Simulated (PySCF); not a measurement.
C₂H₈BP, SMILES CB(C)P. Atoms are numbered in the order given.

```xyz
12

B      0.2377    -0.2984     0.2219
C      1.6265    -0.7873    -0.3345
H      1.7517    -1.8733    -0.1769
H      2.4199    -0.3110     0.2740
H      1.8318    -0.5557    -1.3903
C     -0.2711    -0.7903     1.6278
H     -0.7695    -1.7648     1.4508
H     -1.0174    -0.1410     2.1111
H      0.5488    -0.9929     2.3375
P     -0.7542     1.0291    -0.7313
H     -2.0917     0.6346    -0.4456
H     -0.6810     0.5252    -2.0603
```

Geometry: B3LYP-D3(BJ)/def2-SVP. Other conformers were not sampled.

Calculation: HF/pcSseg-1 (PySCF).

GIAO shieldings, no solvent; atoms alike by connectivity are averaged. δ = σ(ref) − σ: ¹¹B against BF3 (σ = 102.7 ppm); ¹³C against TMS (σ = 192.6 ppm); ¹H against TMS (σ = 31.99 ppm); ³¹P against PH3 (σ = 598.4 ppm), references at their B3LYP-D3(BJ)/def2-TZVP geometries, non-relativistic.

Estimate the chemical shifts. (The exact figures need the calculation; the answer reports its results.)


| nucleus | atoms | count | δ (ppm) |
|---|---|---|---|
| ¹¹B | B1 | 1 | 80.0 |
| ¹³C | C2, C6 | 2 | 16.6 |
| ¹H | H11, H12 | 2 | 2.94 |
| ¹H | H3, H4, H5, H7, H8, H9 | 6 | 1.29 |
| ³¹P | P10 | 1 | 70.9 |
